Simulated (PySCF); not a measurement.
## Spin states and ions at one geometry of [Ta3]+

PySCF 2.14.0, UKS PBE0, Ta def2-SVP with ECP60; non-relativistic Hamiltonian with scalar-relativistic core potentials where named; density fitting; no spin-orbit coupling; singlets restricted, open shells unrestricted. The geometry is relaxed for charge +1, triplet, vacuum:

```xyz
3

Ta    1.4115    0.0000    0.0000
Ta   -0.7057    1.2224    0.0000
Ta   -0.7057   -1.2224    0.0000
```

Energies count from the relaxed state; an electron taken off or put on is at rest in vacuum. Charges and spins are Mulliken's.

```json
{"state": "charge +1, triplet, vacuum", "energy (eV)": "0.00", "spin squared": "2.45", "charge on Ta1 (e)": "0.34", "spin on Ta1 (e)": "1.12", "dipole about the centre of mass (D)": "0.18"}
{"state": "charge +1, singlet, vacuum", "energy (eV)": "0.56", "spin squared": "0.00", "charge on Ta1 (e)": "0.33", "spin on Ta1 (e)": "0.00", "dipole about the centre of mass (D)": "0.00"}
{"state": "charge +2, doublet, vacuum", "energy (eV)": "10.99", "spin squared": "1.77", "charge on Ta1 (e)": "0.67", "spin on Ta1 (e)": "0.33", "dipole about the centre of mass (D)": "0.00"}
{"state": "charge +2, quartet, vacuum", "energy (eV)": "10.80", "spin squared": "3.76", "charge on Ta1 (e)": "0.67", "spin on Ta1 (e)": "1.00", "dipole about the centre of mass (D)": "0.00"}
{"state": "charge 0, doublet, vacuum", "energy (eV)": "-5.37", "spin squared": "1.77", "charge on Ta1 (e)": "0.01", "spin on Ta1 (e)": "1.30", "dipole about the centre of mass (D)": "0.29"}
{"state": "charge 0, quartet, vacuum", "energy (eV)": "-5.58", "spin squared": "4.45", "charge on Ta1 (e)": "-0.02", "spin on Ta1 (e)": "1.50", "dipole about the centre of mass (D)": "0.27"}
```

Task: What does the state charge +1, quintet, vacuum give?

Result: energy (eV) 0.24, spin squared 6.02, charge on Ta1 (e) 0.26, spin on Ta1 (e) 1.53, dipole about the centre of mass (D) 0.15.

With an electron taken off (quartet, the lower of the two states computed) the charges change, summed by element, by Ta +1.00 e. The vertical ionisation energy is 10.80 eV, against −ε(HOMO) = 9.22 eV over both spins of the relaxed state. The level lies 1.6 eV too high, as is usual for semilocal functionals and global hybrids, which keep a self-interaction error.

With an electron put on (quartet, the lower of the two states computed) the charges change, summed by element, by Ta -1.00 e. The vertical electron affinity is 5.58 eV, against −ε(LUMO) = 7.06 eV over both spins of the relaxed state.

Open shells may have lower solutions than those found. Spin squared well over S(S+1) tells of spin contamination.

The relaxed state is spin-contaminated (spin squared 2.45 against 2.00).
